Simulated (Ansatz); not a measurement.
`OCOB[SeH]` and `OCOC[SiH3]` differ in one atom or group.

Ansatz, PBE0-D4/def2-TZVP geometries, multiplicity 1. Each molecule was computed in one conformer, which needn't be the lowest.

Scalar relativity is left out up to krypton.

```
                                          property  `OCOB[SeH]`
             LUMO energy (ωB97M-V/def2-TZVPP) / eV         1.57
size of the dipole moment (ωB97M-V/def2-TZVPP) / D         1.70
               HOMO–LUMO gap (PBE/def2-TZVPP) / eV         5.08
  size of the dipole moment (B3LYP/def2-TZVPP) / D         1.68
                 HOMO energy (PBE/def2-TZVPP) / eV        -6.34
             HOMO–LUMO gap (B3LYP/def2-TZVPP) / eV         6.69
```

**Question.** What does the change do to each property? (An estimate is asked.)

**Answer.** The calculation gave: 
| property | `OCOC[SiH3]` | shift |
| --- | --- | --- |
| LUMO energy (ωB97M-V/def2-TZVPP) / eV | 2.23 | 0.66 |
| size of the dipole moment (ωB97M-V/def2-TZVPP) / D | 0.76 | -0.94 |
| HOMO–LUMO gap (PBE/def2-TZVPP) / eV | 5.93 | 0.85 |
| size of the dipole moment (B3LYP/def2-TZVPP) / D | 0.77 | -0.91 |
| HOMO energy (PBE/def2-TZVPP) / eV | -6.01 | 0.33 |
| HOMO–LUMO gap (B3LYP/def2-TZVPP) / eV | 7.72 | 1.03 |

Dipoles are sizes alone; their direction can turn.

B3LYP here is the variant with VWN-RPA as its local correlation; programs differ in this.

Spin–orbit coupling is left out; it splits and shifts lone-pair levels of the heavy atoms by tenths of an eV.
